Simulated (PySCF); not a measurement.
**How methods differ on the electron affinity of Se**

Se⁻ [Ar] 3d10 4s2 4p5 [4p1/2^2 4p3/2^3, M_J = 3/2] → Se [Ar] 3d10 4s2 4p4 [4p1/2^2 4p3/2^2, M_J = 2], as a difference of total energies. Computed with PySCF 2.14 in x2c-TZVPPall-2c with one added diffuse shell each of s, p, d type (7s8p5d1f, 63 functions), with the two-component X2C-1e Hamiltonian. Correlated levels: [Ar] frozen; the 6 highest virtual spinors dropped. "Screened" scales the spin-orbit matrix elements by Boettger's factors to mimic the two-electron term; Breit and QED terms are absent.

```csv
method,electron affinity (eV),error (eV)
GHF (screened spin-orbit),0.908,-1.113
GMP2 (screened spin-orbit),1.802,-0.219
GCCSD (screened spin-orbit),1.762,-0.259
GCCSD(T) (screened spin-orbit),1.827,-0.194
```

Reference: 2.021 eV (measured; photodetachment measurements, as compiled on the Wikipedia data page of electron affinities).

Errors of the correlated levels include the incompleteness of this basis and the frozen core.

The labels give the starting determinants; with spin-orbit coupling the two ends relaxed to ⟨J²⟩ = 3.77, ⟨L²⟩ = 2.02, ⟨S²⟩ = 0.76 and ⟨J²⟩ = 6.02, ⟨L²⟩ = 2.08, ⟨S²⟩ = 1.98.
